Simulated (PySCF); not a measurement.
Br2Zn, charge -1, doublet, geometry from GFN2-xTB (such geometries of metal compounds can be far from the true shape) (a state made from the parent by changing its charge; the spin is typed, not shown lowest); DF-M06/cc-pVDZ in PySCF.

Here is a job for PySCF.
```python
from pyscf import gto, scf, dft

mol = gto.M(
    atom='''
Zn   -0.447269   -0.631340   -0.743424
Br   -0.031454    2.052566   -1.060465
Br    0.414828   -1.511417    1.697686
''',
    basis='cc-pvdz',
    charge=-1,
    spin=1,
    verbose=4,
)

mf = dft.UKS(mol)
mf.xc = 'm06'
mf.grids.level = 7
mf = mf.density_fit(auxbasis='def2-universal-jkfit')
mf.kernel()
```

What the program printed (banner, timings and long lists left out):

```
PySCF version 2.14.0

[INPUT] verbose = 4
[INPUT] num. atoms = 3
[INPUT] num. electrons = 101
[INPUT] charge = -1
[INPUT] spin (= nelec alpha-beta = 2S) = 1
[INPUT] symmetry False subgroup None
[INPUT] Mole.unit = angstrom
[INPUT] Symbol           X                Y                Z      unit          X                Y                Z       unit  Magmom
[INPUT]  1 Zn    -0.447269000000  -0.631340000000  -0.743424000000 AA   -0.845215914008  -1.193059691483  -1.404867754429 Bohr   0.0
[INPUT]  2 Br    -0.031454000000   2.052566000000  -1.060465000000 AA   -0.059439445522   3.878787592594  -2.003988414687 Bohr   0.0
[INPUT]  3 Br     0.414828000000  -1.511417000000   1.697686000000 AA    0.783911308801  -2.856164190012   3.208161585508 Bohr   0.0

nuclear repulsion = 549.552099241892
number of shells = 19
number of NR pGTOs = 276
number of NR cGTOs = 97
basis = cc-pvdz
ecp = {}

******** <class 'pyscf.df.df_jk.DFUKS'> ********
method = DFUKS
initial guess = minao
damping factor = 0
level_shift factor = 0
DIIS = <class 'pyscf.scf.diis.CDIIS'>
diis_start_cycle = 1
diis_space = 8
diis_damp = 0
SCF conv_tol = 1e-09
SCF conv_tol_grad = None
SCF max_cycles = 50
direct_scf = False
number electrons alpha = 51  beta = 50
XC library pyscf.dft.libxc version 7.1.2
    S. Lehtola, C. Steigemann, M. J. T. Oliveira, and M. A. L. Marques,  SoftwareX 7, 1–5 (2018)
XC functionals = m06
    Y. Zhao and D. G. Truhlar,  Theor. Chem. Acc. 120, 215 (2008)
    Y. Zhao and D. G. Truhlar,  Theor. Chem. Acc. 120, 215 (2008)
radial grids:
    Treutler-Ahlrichs [JCP 102, 346 (1995); DOI:10.1063/1.469408] (M4) radial grids

becke partition: Becke, JCP 88, 2547 (1988); DOI:10.1063/1.454033
pruning grids: <function nwchem_prune>
grids dens level: 7
symmetrized grids: False
atomic radii adjust function: <function treutler_atomic_radii_adjust>
small_rho_cutoff = 0
Set gradient conv threshold to 3.16228e-05
tot grids = 260848
******** <class 'pyscf.df.df.DF'> ********
auxbasis = def2-universal-jkfit
init E= -6924.95267061687

cycle= 1 E= -6927.50576800542  delta_E= -2.55  |g|= 0.483  |ddm|= 1.04
cycle= 2 E= -6927.35828681913  delta_E= 0.147  |g|= 0.919  |ddm|= 1.09
cycle= 3 E= -6927.59233650612  delta_E= -0.234  |g|= 0.0477  |ddm|= 0.672
cycle= 4 E= -6927.59349177653  delta_E= -0.00116  |g|= 0.0218  |ddm|= 0.0757
cycle= 5 E= -6927.59365996524  delta_E= -0.000168  |g|= 0.00563  |ddm|= 0.0336
cycle= 6 E= -6927.5936859904  delta_E= -2.6e-05  |g|= 0.00148  |ddm|= 0.0116
cycle= 7 E= -6927.59368869126  delta_E= -2.7e-06  |g|= 0.000476  |ddm|= 0.004
cycle= 8 E= -6927.59368888055  delta_E= -1.89e-07  |g|= 0.000145  |ddm|= 0.000965
cycle= 9 E= -6927.59368891197  delta_E= -3.14e-08  |g|= 4.18e-05  |ddm|= 0.00054
cycle= 10 E= -6927.59368891434  delta_E= -2.36e-09  |g|= 1.32e-05  |ddm|= 0.000134
cycle= 11 E= -6927.59368891456  delta_E= -2.24e-10  |g|= 2.8e-06  |ddm|= 4.38e-05
Extra cycle  E= -6927.59368891459  delta_E= -2.64e-11  |g|= 2.65e-06  |ddm|= 8.84e-06
converged SCF energy = -6927.59368891459  <S^2> = 0.75257833  2S+1 = 2.0025767
```
